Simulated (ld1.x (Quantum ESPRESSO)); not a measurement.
**Configuration tests for P (PAW)**

ld1.x (Quantum ESPRESSO) 7.5 input, shortened:

```
&input
   title='P', zed=15., rel=1, dft='PBE', iswitch=3,
   config='[Ne] 3s2 3p3'
 /
 &inputp
   pseudotype=3, lpaw=.true., tm=.true., lloc=-1, rcloc=0.90,
   nlcc=.false.,
   which_augfun='PSQ', rmatch_augfun_nc=.true.
 /
4
2S  1  0   2.00   0.00  0.85  1.00  0.0
3S  2  0   2.00   0.00  0.85  1.00  0.0
2P  2  1   6.00   0.00  0.70  0.80  0.0
3P  3  1   3.00   0.00  0.70  0.80  0.0
 &test
   configts(1)='2s2 2p6 3s2 3p3'
 /
```

Energies are relative to the spin-unpolarised reference configuration 2s2 2p6 3s2 3p3; without spin polarisation the order of configurations can differ from experiment.

```csv
valence configuration,charge,ΔE all-electron (eV),error AE − PS (meV)
2s2 2p6 3s2 3p1,+2,28.877,+2.0
2s2 2p6 3s2 3p0,+3,58.616,+8.4
2s2 2p6 3s1 3p3,+1,18.850,+0.7
2s2 2p5 3s2 3p3,+1,140.321,+345
2s2 2p6 3s2 3p3.3,-0.3,-1.307,0.0
```

**Question.** What are ΔE and the potential's error for 2s2 2p6 3s1 3p0?

**Answer.** ΔE = 110.621 eV all-electron; the error (AE − PS) is +19 meV.

**Question.** What are ΔE and the potential's error for 2s2 2p6 3s2 3p2?

**Answer.** ΔE = 9.730 eV all-electron; the error (AE − PS) is +0.3 meV.

Levels in the configuration 2s2 2p5 3s2 3p3:

| level | all-electron (eV) | pseudo (eV) |
| --- | --- | --- |
| 2s | -204.943 | -204.091 |
| 2p | -156.934 | -155.992 |
| 3s | -26.462 | -26.513 |
| 3p | -16.602 | -16.538 |
